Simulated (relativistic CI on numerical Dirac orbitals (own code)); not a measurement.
# Magnetism of Tb3+, 4f8, in a crystal field

Calculated by Dirac-Coulomb-Breit CI, orbitals from a KLI potential per configuration, model QED (radiative potential, 1s self-energy scaled to tabulated hydrogen-like ionisation energies), valence Slater integrals scaled by 0.75, one configuration in a parametric crystal field (own radial code).

Field parameters in Wybourne normalisation; cubic f-shell fields have B⁴₄ = √(5/14) B⁴₀ and B⁶₄ = −√(7/2) B⁶₀. The field is a parameter set, without covalency.

S is read from ⟨S²⟩ = S(S + 1).

Powder χT (cm³ K mol⁻¹) by Van Vleck's formula, with temperature-independent terms:

```
                          Field    2 K   5 K  10 K  20 K  50 K  100 K  200 K  300 K
Oh, B40 = -1610, B60 = 560 cm⁻¹   7.73  9.56    10  10.3  10.6   11.1   11.5   11.6
 Oh, B40 = 2910, B60 = 270 cm⁻¹  0.601   1.5     3  5.72  9.39   10.5     11   11.2
```

For Oh, B40 = -1610, B60 = 560 cm⁻¹: what effective moment follows at 300 K?

μ_eff = √(8χT) = 9.62 μB. The LS value g√(J(J + 1)) of the free ion's ⁷F6 level is 9.72 μB.
